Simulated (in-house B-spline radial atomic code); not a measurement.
Settings and results of a run for Co⁺. Method: non-relativistic B3LYP, spherical fractional occupations, point nucleus, inside a hard spherical wall at 1.78 bohr. Calculated with a B-spline radial code for spherical atoms.

Command:
```bash
python run_scf.py task.json out
```
Settings:
```
Z                27
configuration    [Ne] 3s2 3p5 3d9
hamiltonian      nr
method           b3lyp
spin_polarised   False
wall_radius      1.78
```

Output (hartree, bohr):
```
 radial grid: 38 intervals, B-splines of order 8, outer radius 1.78 bohr

 iter        energy (Eh)    residual
    1       -1374.581593    3.49e-01
    2       -1374.981718    6.10e-02
    3       -1374.994300    2.32e-02
    4       -1374.995611    9.42e-03
    5       -1374.995871    1.60e-03
    6       -1374.995878    7.32e-05
    7       -1374.995878    7.69e-06
    8       -1374.995878    1.37e-07

 total energy                     -1374.99588
 kinetic                            1399.5758
 electron-nucleus                  -3337.9088
 Hartree                             624.5530
 exact exchange                      -11.8184
 exchange-correlation                -49.3975

 orbital      occ     eigenvalue          <r>       <r^2>       <1/r>       r_max
 1s         2.000      -275.9519    0.0568995  0.00433998     26.5151      0.0375
 2s         2.000       -31.1480     0.258832    0.079048     5.70674      0.2159
 2p         6.000       -26.7951     0.226419   0.0629478     5.66124      0.1731
 3s         2.000        -2.6054     0.781685    0.690891     1.77009       0.693
 3p         5.000        -1.2492     0.798087     0.72482     1.67212      0.7033
 3d         9.000         1.0555     0.811887    0.755981     1.47938      0.6969
```

Time taken, with all properties: 0.04 s on 1 thread of Arm Neoverse V2, with other jobs on the host.

Caution: exact exchange at fractional occupations of open shells leaves self-interaction of up to several eV.
